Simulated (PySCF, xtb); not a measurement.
Al(F)(Cl)(OEt) (C₂H₅AlClFO), SMILES [Cl][Al]([F])[O]CC.

GFN2-xTB (xtb) at its own geometry gives an orbital gap of 4.21 eV and a dipole moment of 2.11 D.

The structure is a stationary point at B3LYP-D3(BJ)/def2-SVP. The values are those of a single conformer.

**Question.** What does PBE/def2-TZVP run with PySCF give? (The exact figures need the calculation; the answer reports its results.)

**Answer.** gap 5.23 eV (levels -7.01 and -1.78 eV), dipole 1.98 D.
